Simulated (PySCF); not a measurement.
## Nuclear quadrupole coupling in `CCCO[SiH2]C#C[SiH3]`

C5H12OSi2.
Cartesian coordinates in Å at the PBE0-D3(BJ)/def2-SVP level; atoms count from 1:
```xyz
20
C5H12OSi2 angstrom
C     -3.233    1.268   -0.220
C     -2.579   -0.086   -0.435
C     -1.247   -0.210    0.274
O     -0.698   -1.487    0.034
Si     0.752   -1.998    0.653
C      2.108   -0.875    0.110
C      2.992   -0.111   -0.259
Si     4.313    1.033   -0.819
H     -2.595    2.088   -0.588
H     -3.429    1.458    0.848
H     -4.195    1.336   -0.749
H     -3.236   -0.897   -0.079
H     -2.413   -0.271   -1.509
H     -1.383   -0.047    1.362
H     -0.555    0.577   -0.083
H      0.737   -1.991    2.147
H      0.989   -3.363    0.121
H      3.729    2.389   -1.034
H      4.897    0.533   -2.097
H      5.379    1.108    0.222
```

Field gradients from the PBE0/pcSseg-1 density (PySCF, non-relativistic), principal values in atomic units, ordered |Vxx| ≤ |Vyy| ≤ |Vzz|:

```csv
atom,Vxx,Vyy,Vzz
O4,-0.4088,-1.2631,1.6719
```

Find the asymmetry η = (Vxx − Vyy)/Vzz and the couplings χ = eQV/h (234.96 MHz × Q in barn × V in au), with Q(17O) = −0.0256 b.

| atom | environment | nucleus | η | χzz (MHz) | χxx (MHz) | χyy (MHz) |
| --- | --- | --- | --- | --- | --- | --- |
| O4 | silyl ether oxygen | 17O | 0.51 | -10.06 | 2.46 | 7.60 |

The tensor is traceless: Vxx + Vyy + Vzz = 0.

What is Vzz at O4 in SI units (1 au = 9.71736 × 10²¹ V/m²)?

1.6719 au = 16.246 × 10²¹ V/m².

What couplings would deuterons (Q(2H) = 0.00286 b) have in place of the hydrogens, at this geometry?

| atom | bonded to | bond length (Å) | Vzz (au) | η | χzz (kHz) |
| --- | --- | --- | --- | --- | --- |
| H9 | C1 | 1.102 | 0.2895 | 0.02 | 195 |
| H10 | C1 | 1.102 | 0.2897 | 0.02 | 195 |
| H11 | C1 | 1.100 | 0.2942 | 0.02 | 198 |
| H12 | C2 | 1.103 | 0.2844 | 0.02 | 191 |
| H13 | C2 | 1.103 | 0.2843 | 0.02 | 191 |
| H14 | C3 | 1.108 | 0.2677 | 0.08 | 180 |
| H15 | C3 | 1.107 | 0.2673 | 0.08 | 180 |
| H16 | Si5 | 1.494 | 0.1366 | 0.02 | 92 |
| H17 | Si5 | 1.484 | 0.1424 | 0.02 | 96 |
| H18 | Si8 | 1.492 | 0.1405 | 0.02 | 94 |
| H19 | Si8 | 1.491 | 0.1404 | 0.02 | 94 |
| H20 | Si8 | 1.492 | 0.1403 | 0.02 | 94 |

Geometry: PBE0-D3(BJ)/def2-SVP, one conformer, isolated molecule. With so small a basis the couplings can be 20 % off.
